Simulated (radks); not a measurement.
Values are calculated unless marked as measured or tabulated.
Spherical quantum dot in the effective-mass picture: electrons in a hard-walled sphere of radius 4.41, all in effective atomic units (hartree* = m*/eps^2 hartree, bohr* = eps/m* bohr), one dielectric constant everywhere. Level of theory: non-relativistic Kohn-Sham, exchange-only LDA, spin-polarised, spherical densities (a radial shooting solver with Libxc functionals). Levels are named by radial order and angular momentum (1s, 1p, 1d, 2s, ...), and open shells are averaged over m. Results are scaled to m* = 0.161 and eps = 10.8, for which hartree* = 37.56 meV and bohr* = 3.55 nm. Each electron was tried in the lowest free levels, single moves between levels near the top were tried too, and the lowest total energy was kept; such a search can miss a lower state. At N = 1 the Hartree and exchange-correlation terms need not cancel, so that row can carry a self-interaction error.

N,open shells,2S,mu = E(N) - E(N-1) (meV),addition energy mu(N+1) - mu(N) (meV),e(HOMO) (meV),rms radius (nm)
1,"1s(up 1, down 0)",1,10.544,14.53,15.864,8.438
2,none,0,25.072,18.35,29.895,8.866
3,"1p(up 1, down 0)",1,43.425,10.38,48.539,9.422
4,"1p(up 2, down 0)",2,53.809,10.66,59.118,9.738
5,"1p(up 3, down 0)",3,64.472,14.63,69.838,9.961
6,"1p(up 3, down 1)",2,79.097,9.932,83.979,10.14
7,"1p(up 3, down 2)",1,89.029,10.26,94.127,10.29
8,none,0,99.286,20.19,104.46,10.41
9,"1d(up 1, down 0)",1,119.48,10.10,124.51,10.56
10,"1d(up 2, down 0)",2,129.58,10.16,134.65,10.68
11,"1d(up 3, down 0)",3,139.74,10.19,144.83,10.79
12,"1d(up 4, down 0)",4,149.93,10.21,155.03,10.88
13,"1d(up 5, down 0)",5,160.14,13.75,165.25,10.96
14,"1d(up 5, down 1)",4,173.89,9.876,178.82,11.04
15,"1d(up 5, down 2)",3,183.77,9.949,188.73,11.10
16,"1d(up 5, down 3)",2,193.72,9.995,198.71,11.17
17,"1d(up 5, down 4)",1,203.71,10.02,208.72,11.22
18,none,0,213.74,21.91,218.76,11.28
19,"1f(up 1, down 0)",1,235.65,9.885,240.59,11.34
20,"1f(up 2, down 0)",2,245.54,9.902,250.48,11.39
21,"1f(up 3, down 0)",3,255.44,9.914,260.39,11.44
22,"1f(up 4, down 0)",4,265.35,9.922,270.31,11.49
23,"1f(up 5, down 0)",5,275.27,9.927,280.24,11.54
24,"1f(up 6, down 0)",6,285.20,9.930,290.17,11.58
25,"1f(up 7, down 0)",7,295.13,13.19,300.10,11.62
26,"1f(up 7, down 1)",6,308.32,9.755,313.19,11.65
27,"1f(up 7, down 2)",5,318.08,9.776,322.96,11.69
28,"1f(up 7, down 3)",4,327.85,9.791,332.74,11.72
29,"1f(up 7, down 4)",3,337.64,9.803,342.54,11.76
30,"1f(up 7, down 5)",2,347.45,9.811,352.35,11.79
31,"1f(up 7, down 6)",1,357.26,9.817,362.16,11.82
32,none,0,367.07,23.81,371.98,11.85
33,"1g(up 1, down 0)",1,390.88,9.725,395.74,11.88
34,"1g(up 2, down 0)",2,400.61,9.731,405.47,11.91
35,"1g(up 3, down 0)",3,410.34,9.735,415.20,11.93
36,"1g(up 4, down 0)",4,420.07,9.738,424.94,11.96
37,"1g(up 5, down 0)",5,429.81,9.740,434.68,11.99
38,"1g(up 6, down 0)",6,439.55,-,444.42,12.01

All shells are closed at N = 2, 8, 18, 32 (there: 1s2 1p6 1d10 1f14); the second difference of the energy has clear peaks (12 % above both neighbours; the first and last values, which can be the largest, are not judged, and half-filled shells can peak too) at N = 2, 5, 8, 13, 18, 25, 32.
